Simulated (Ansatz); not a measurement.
Job for Ansatz (an electronic-structure program): R-PBE0/def2-TZVPPD on dimethyl selenide (SMILES C[Se]C) with ghost functions, monomers drawn apart or pushed together. Files ending in .json are basis or fitting sets from the Basis Set Exchange.

Ansatz 0.2 input:
```yaml
crystal:
  periodic: [false, false, false]
  atoms:
    - {symbol: C, position_ang: [-1.38934188, -0.95033292, 0.90298135]}
    - {symbol: Se, position_ang: [-0.09158725, 0.47205242, 0.52497335]}
    - {symbol: C, position_ang: [1.37134969, -0.69044080, -0.07385839]}
    - {symbol: H, position_ang: [-0.98034901, -1.62656447, 1.64939501]}
    - {symbol: H, position_ang: [-2.28232560, -0.46804320, 1.29351549]}
    - {symbol: H, position_ang: [-1.62880521, -1.48170570, -0.01477320]}
    - {symbol: H, position_ang: [1.63672534, -1.38039858, 0.72316970]}
    - {symbol: H, position_ang: [2.21700640, -0.04454309, -0.29800655]}
    - {symbol: H, position_ang: [1.06999189, -1.22752575, -0.96980245]}
basis:
  gaussian:
    orbitals: def2-TZVPPD.json
    ghost_atoms:
      - {symbol: F, position_ang: [1.59825874, -0.20605364, 5.13968127]}
      - {symbol: H, position_ang: [1.27817448, 0.16712948, 4.32844866]}
hamiltonian:
  xc: {name: PBE0}
scf: {lower_state_search: off}
```

It printed:

```
WARN ansatz: RAYON_NUM_THREADS=1 ignored (pool sized by the plan → 1); use --threads N
Functional definition: PBE0
these checks for a lower state are left out or cut short: stability, starts, cluster_reference, orbital_swaps, neighbouring_geometries, increment
integrals: 0.23 GiB planned
1399 factors; their error is unknown
mean field: 1.36 GiB planned
mean field evaluation 1: about -67503.8846 eV, gradient 5.9e1 eV
mean field evaluation 2: about -67498.6107 eV, gradient 7.1e1 eV
mean field evaluation 4: about -67511.6990 eV, gradient 2.1e0 eV
mean field evaluation 8: about -67511.9770 eV, gradient 8.2e-2 eV
mean field evaluation 16: about -67511.9770 eV, gradient 1.7e-6 eV
mean field -67511.97702249 eV, -2481.0193943147 hartree, gradient 1.7e-6 eV, S^2 0.000000; 0 other end points of the search recorded, 0 dependent functions left out
reference -67511.97706307 eV, -2481.0193958061 hartree; 26, 26 occupied and 264, 264 virtual orbitals, 1399 factors
Total energy: -67511.97706307 eV, -2481.0193958061 hartree
Checks for a lower state left out: stability, starts, cluster_reference, orbital_swaps, neighbouring_geometries, increment
```

Self-consistency was reached.

Cost: around 6 core-seconds (rough).
